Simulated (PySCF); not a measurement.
# Löwdin shares of the frontier orbitals

Compound: C6H9ClO.
Atom-mapped SMILES: `[CH3:1][CH2:2][C:3]1([C:4](=[O:5])[Cl:6])[CH2:7][CH2:8]1` (hydrogens: H9, H10, H11 on C1; H12, H13 on C2; H14, H15 on C7; H16, H17 on C8)

Structure used (GFN2-xTB), in Å, numbered top down from 1:
```xyz
17
C6H9ClO angstrom
C      2.051   -0.125    0.225
C      0.758    0.418    0.827
C     -0.466   -0.080    0.076
C     -0.739   -1.503    0.302
O     -0.179   -2.242    1.044
Cl    -2.098   -2.148   -0.661
C     -0.784    0.546   -1.266
C     -1.650    0.854   -0.102
H      2.082   -1.207    0.311
H      2.127    0.143   -0.826
H      2.910    0.285    0.750
H      0.770    1.509    0.794
H      0.687    0.109    1.872
H     -0.094    1.301   -1.611
H     -1.171   -0.092   -2.044
H     -2.638    0.422   -0.068
H     -1.573    1.822    0.369
```

Method: TDDFT CAM-B3LYP/def2-SVPD, vertical, gas phase, core orbitals frozen in the response (PySCF 2.14.0, density-fitted response routines).

Kohn–Sham orbitals with the atoms that hold most of them (Löwdin shares over 4%, at most four atoms; ? is withheld):

| orbital | ε (eV) | atoms |
| --- | --- | --- |
| LUMO+2 | 1.41 | Cl6 33%, H12 11%, C4 9%, H14 7% |
| LUMO+1 | 1.23 | Cl6 28%, C4 9%, C7 9%, C8 9% |
| LUMO | 0.13 | ? |
| HOMO | ? | ? |
| HOMO-1 | -10.10 | C3 28%, C8 15%, C7 15%, C2 8% |
| HOMO-2 | -10.59 | Cl6 70%, O5 12%, C4 8% |
| HOMO-3 | -10.65 | Cl6 70%, C4 8%, C3 6% |

(1) Which atoms hold the HOMO, and with what shares?

(2) Give the leading atoms of the LUMO.

(3) What is the HOMO energy, and the HOMO–LUMO gap?

## Answers

(1) O5 (bonded to C) 48%; Cl6 (bonded to C) 26%; C4 (bonded to C, Cl and O) 7%; C3 (bonded to 4 C) 6%. By element: oxygen 48%, chlorine 26%, carbon 12% or more.

(2) C4 (bonded to C, Cl and O) 38%; O5 (bonded to C) 31%; Cl6 (bonded to C) 10%; C8 (bonded to 2 C and 2 H) 6%. By element: carbon 44% or more, oxygen 31%, chlorine 10%.

(3) ε(HOMO) = -9.76 eV; the gap is 9.89 eV (0.3633 hartree).

The HOMO–LUMO gap is 9.89 eV. Where does the response calculation put the lowest singlet, and from which orbitals?

S1 is at 5.19 eV (f = 0.0001), 4.69 eV below the gap, made of HOMO→LUMO (92%). 

One configuration dominates each of S1 and S3. Which, and how do the shares of the two leading atoms of either orbital change from the occupied to the empty one?

- S1 (5.19 eV, f 0.0001), HOMO→LUMO (92%): O5 48% → 31%, Cl6 26% → 10%, C4 7% → 38%
- S3 (6.99 eV, f 0.144), HOMO-1→LUMO (74%): C3 28% → at most 7%, C8 15% → 6%, C4 at most 9% → 38%, O5 at most 9% → 31%

Time: 78 s wall (grids of density and orbitals included); peak memory 1.1 GiB. Hardware: one thread, Arm Neoverse V1 (aarch64), no GPU, shared host with 32 logical CPUs at a one-minute load of 19.

One conformer stands for the species.
